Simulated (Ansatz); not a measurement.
One change: `CB(O)CN` becomes `CB(N)O`.

Ansatz, PBE0-D4/def2-TZVP geometries, multiplicity 1. Each molecule was computed in one conformer, which needn't be the lowest.

```
                                          property  `CB(O)CN`
             LUMO energy (ωB97M-V/def2-TZVPP) / eV       2.00
                LUMO energy (PBE0/def2-TZVPP) / eV       0.66
size of the dipole moment (ωB97M-V/def2-TZVPP) / D       2.10
             HOMO–LUMO gap (B3LYP/def2-TZVPP) / eV       6.93
    size of the dipole moment (PBE/def2-TZVPP) / D       2.01
               LUMO energy (B3LYP/def2-TZVPP) / eV       0.39
```

(1) What does the change do to each property? (An estimate is asked.)

## Answers

(1) Computed: 
```json
{"property": "LUMO energy (ωB97M-V/def2-TZVPP) / eV", "`CB(N)O`": "2.03", "shift": "0.03"}
{"property": "LUMO energy (PBE0/def2-TZVPP) / eV", "`CB(N)O`": "0.76", "shift": "0.10"}
{"property": "size of the dipole moment (ωB97M-V/def2-TZVPP) / D", "`CB(N)O`": "0.86", "shift": "-1.24"}
{"property": "HOMO–LUMO gap (B3LYP/def2-TZVPP) / eV", "`CB(N)O`": "7.74", "shift": "0.81"}
{"property": "size of the dipole moment (PBE/def2-TZVPP) / D", "`CB(N)O`": "0.79", "shift": "-1.22"}
{"property": "LUMO energy (B3LYP/def2-TZVPP) / eV", "`CB(N)O`": "0.40", "shift": "0.01"}
```

With PBE0 the HOMO falls by 0.80 eV and the LUMO rises by 0.10 eV, so the gap widens by about 0.90 eV. PBE moves the HOMO by -0.85 eV and ωB97M-V by -0.79 eV. Dipoles are sizes alone; their direction can turn.

B3LYP here is the variant with VWN-RPA as its local correlation; programs differ in this.
